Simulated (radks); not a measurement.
Polarisabilities and homonuclear dispersion coefficients (atomic units). Code: a radial shooting solver on a logarithmic mesh with Libxc functionals. Model: non-relativistic Kohn-Sham, LB94 model potential, spin-polarised, spherical densities, point nucleus; open shells are filled with parallel spins first. Response by self-consistent Sternheimer equations with the Hartree and adiabatic LDA kernel. For heavy and open-shell atoms this level of theory can miss by tens of per cent. "Uncoupled" leaves out the induced potential. Quadrupole and octupole values are given only where no p, d or f shell is open. The Sternheimer factor gamma scales a distant field gradient at the nucleus by 1 - gamma.

species      configuration  alpha1 (bohr^3)  alpha1, uncoupled  alpha2 (bohr^5)  alpha3 (bohr^7)     C6     C8  Sternheimer gamma  recommended alpha1
Kr2+     [Ar] 3d10 4s2 4p4            7.480              11.86                -                -  36.89      -                  -                   -
B             [He] 2s2 2p1            21.12              33.18                -                -  98.78      -                  -        20.5 +/- 0.1
H                      1s1            5.200              5.095            19.78            180.8  7.973  172.6              0.374   4.50711 +/- 3e-05
Ni            [Ar] 3d8 4s2            36.78              65.76                -                -  261.6      -                  -            49 +/- 3
Li                [He] 2s1            150.0              173.2             1757            45760   1189  92570              0.833  164.113 +/- 0.0005
P             [Ne] 3s2 3p3            27.55              41.16                -                -  205.4      -                  -            25 +/- 1

Recommended values: Schwerdtfeger and Nagle, table of static dipole polarisabilities (2023 update), measured or computed.
